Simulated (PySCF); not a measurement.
Cl₂H₂S₂Zr, SMILES [Zr]([Cl])([Cl])([SH])[SH], multiplicity 1. Atoms are numbered in the order given.

```xyz
7

Zr     0.0573    -0.0097     0.0189
Cl     1.3926     0.9627    -1.6339
Cl     1.1367    -0.1615     2.0813
S     -0.7462    -2.1723    -0.6770
H     -0.7708    -1.7380    -1.9628
S     -1.9586     1.3029     0.2429
H     -1.2418     2.4145     0.5476
```

Coordinates come from a PBE0-D3(BJ)/def2-SVP optimisation. The multiplicity is an assumed one; no other spin state was optimised. The structure was generated by enumeration; whether it is a known compound was not checked. The def2 effective core potentials stand for the cores of Zr; spin–orbit coupling is left out. The values are those of a single conformer.

Calculation: PBE0-D3(BJ)/def2-SVP (PySCF).

Frequencies are harmonic and unscaled.

| mode | ν (cm⁻¹) | IR (km/mol) | Raman (Å⁴/amu) | depolarisation | moving atoms (share of kinetic energy) |
|---|---|---|---|---|---|
| 1 | 66 | 4.2 | 7.0 | 0.75 | Cl 38 %, S 35 %, H 24 % |
| 2 | 86 | 0.3 | 4.4 | 0.75 | S 57 %, Cl 32 % |
| 3 | 93 | 2.5 | 1.3 | 0.72 | Cl 49 %, S 29 %, Zr 21 % |
| 4 | 99 | 2.7 | 2.1 | 0.74 | S 42 %, Cl 33 %, Zr 21 % |
| 5 | 100 | 3.9 | 1.9 | 0.74 | Cl 49 %, S 30 %, Zr 18 % |
| 6 | 150 | 11.9 | 0.6 | 0.74 | H 73 %, S 17 %, Cl 10 % |
| 7 | 210 | 33.9 | 1.1 | 0.75 | H 94 % |
| 8 | 352 | 4.2 | 27.1 | 0.03 | S 54 %, Cl 27 %, H 16 % |
| 9 | 385 | 51.0 | 4.7 | 0.70 | S 46 %, Zr 30 %, H 20 % |
| 10 | 396 | 65.8 | 2.5 | 0.69 | Cl 56 %, Zr 26 %, H 15 % |
| 11 | 422 | 107.3 | 1.2 | 0.72 | Cl 52 %, Zr 36 %, S 10 % |
| 12 | 485 | 43.7 | 6.1 | 0.74 | H 66 %, S 20 %, Zr 9 % |
| 13 | 503 | 23.2 | 10.1 | 0.68 | H 74 %, S 18 % |
| 14 | 2672 | 2.6 | 144.2 | 0.27 | H 97 % |
| 15 | 2676 | 7.5 | 99.6 | 0.26 | H 97 % |
